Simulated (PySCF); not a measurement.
KI, SMILES [K][I].

Geometry optimised at PBE0-D3(BJ)/def2-TZVPD. The def2 effective core potentials stand for the cores of I; spin–orbit coupling is left out.

Method: PySCF with PBE/def2-TZVPD.

The molecule is in vacuum.

Computed frontier levels, gap, dipole moment and polarisability:
- highest occupied level: -4.49 eV
- lowest empty level: -2.04 eV
- orbital gap: 2.45 eV
- dipole moment: 2.225 e·Å
- quadrupole, principal values (traceless, Buckingham form, about the centre of nuclear charge): -10.77, -10.77, 21.53 D·Å
- mean static polarisability: 74.8 bohr³ (11.08 Å³)
- polarisability, principal values: 64.6, 64.6, 95.2 bohr³
